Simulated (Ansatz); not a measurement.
Calculation: frozen-core CCSD(T)/cc-pVTZ // B3LYP-D3(BJ)/def2-TZVP in Ansatz (an electronic-structure program).

Ansatz 0.2 input:
```yaml
crystal:
  periodic: [false, false, false]
  atoms:
    - { symbol: C, position_ang: [1.456053, -0.838999, 0.176701] }
    - { symbol: B, position_ang: [0.130224, -0.074585, 0.017483] }
    - { symbol: C, position_ang: [-1.221025, -0.86582, -0.137329] }
    - { symbol: C, position_ang: [0.12221, 1.49882, 0.006622] }
    - { symbol: H, position_ang: [1.514599, -1.923342, 0.212083] }
    - { symbol: H, position_ang: [2.419656, -0.343861, 0.262547] }
    - { symbol: H, position_ang: [-1.193181, -1.889701, 0.24182] }
    - { symbol: H, position_ang: [-1.445607, -0.935841, -1.211696] }
    - { symbol: H, position_ang: [-2.074576, -0.346018, 0.306411] }
    - { symbol: H, position_ang: [1.084942, 1.957258, -0.229332] }
    - { symbol: H, position_ang: [-0.641068, 1.915107, -0.657052] }
    - { symbol: H, position_ang: [-0.150512, 1.839749, 1.015857] }
basis:
  gaussian: { orbitals: cc-pVTZ }
correlation:
  method: ccsd_t
magnetization:
  spin_polarized: true
  initial_magnetization: 1
```

Output:

```
Functional definition: HF
1292 factors; integrals over basis functions are off by at most 1.2e-3 eV
mean field evaluation 1: about -3886.8828 eV, gradient 2.5e1 eV
mean field evaluation 2: about -3886.8821 eV, gradient 2.5e1 eV
mean field evaluation 4: about -3890.5144 eV, gradient 2.4e0 eV
mean field evaluation 8: about -3890.5739 eV, gradient 1.5e-3 eV
mean field evaluation 16: about -3890.5759 eV, gradient 2.5e-1 eV
mean field -3890.57388608 eV, -142.9759531876 hartree, gradient 2.8e-6 eV, S^2 0.758505; 0 other end points of the search recorded, 0 dependent functions left out
4 core orbitals not correlated
reference -3890.57388608 eV, -142.9759531876 hartree; 12, 11 occupied and 216, 217 virtual orbitals, 1292 factors
second order -16.32638033 eV of doubles, -0.00000000 eV of singles
cycle   1  -17.29497016 eV  change   -9.7e-1 eV  update   7.7e-2
cycle   2  -17.70392256 eV  change   -4.1e-1 eV  update   2.3e-2
cycle   3  -17.75919540 eV  change   -5.5e-2 eV  update   9.6e-3
cycle   4  -17.75610622 eV  change    3.1e-3 eV  update   3.3e-3
cycle   5  -17.75573535 eV  change    3.7e-4 eV  update   1.5e-3
cycle   6  -17.75575696 eV  change   -2.2e-5 eV  update   5.1e-4
cycle   7  -17.75574801 eV  change    9.0e-6 eV  update   1.5e-4
cycle   8  -17.75578140 eV  change   -3.3e-5 eV  update   5.5e-5
cycle   9  -17.75577287 eV  change    8.5e-6 eV  update   2.2e-5
perturbative correction -0.64918451 eV, -0.0238570907 hartree
Total energy: -3908.97884346 eV, -143.6523228961 hartree
```

Cost: around 30 core-minutes (rough).
